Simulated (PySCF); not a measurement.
Isomers of C6H9P and their computed core-level spectra.

The calculation used delta-SCF UKS SCAN, pcX-2 on the ionised atom, pcseg-1 elsewhere, spin-free X2C in PySCF 2.14.0. Geometries: PBE0-D3(BJ)/def2-SVP; isolated species, one conformer each.

Line lists (1s up to Mg, 2p3/2 beyond; areas count atoms within a level, one atom standing for each set equivalent by bonding):
1. C 1s: 289.43 (area 1), 289.88 (area 1), 289.92 (area 1), 290.24 (area 1), 290.68 (area 1), 290.79 (area 1) eV; P 2p3/2: 136.11 eV
2. C 1s: 289.56 (area 1), 289.87 (area 1), 289.91 (area 1), 290.17 (area 1), 290.41 (area 1), 291.50 (area 1) eV; P 2p3/2: 136.36 eV
3. C 1s: 289.60 (area 1), 289.89 (area 1), 290.39 (area 1), 290.61 (area 2), 291.50 (area 1) eV; P 2p3/2: 136.46 eV

Structures:
A. `Cc1c[pH]c(C)c1`
B. `C(#CP(C)C=C)C`
C. `CC#CPC1CC1`

Match each list to its structure.

- 1 = A: another candidate has the same counts of sites, so positions decide. C 1s: 289.43 unsaturated ring CH carbon, 289.88 unsaturated ring CH carbon, 289.92 unsaturated ring carbon, 290.24 unsaturated ring carbon, 290.68 carbon bonded to C and 3 H, 290.79 carbon bonded to C and 3 H; P 2p3/2: 136.11 ring phosphorus.
- 2 = B: another candidate has the same counts of sites, so positions decide. C 1s: 289.56 alkyne carbon, 289.87 alkyne carbon, 289.91 terminal =CH2 carbon, 290.17 alkene CH carbon, 290.41 sp3 carbon bound to phosphorus, 291.50 propargylic carbon; P 2p3/2: 136.36 phosphine phosphorus.
- 3 = C: no other candidate has these counts of sites. C 1s: 289.60 alkyne carbon, 289.89 alkyne carbon, 290.39 sp3 carbon bound to phosphorus, 290.61 three-membered-ring carbon (×2), 291.50 propargylic carbon; P 2p3/2: 136.46 phosphine phosphorus.

Spin–orbit and ligand-field terms were added within each 2p shell after the spin-free SCF. 3 of these hole states are spin-contaminated (⟨S²⟩ up to 0.85, against 0.75; counted from 0.85) and less certain.
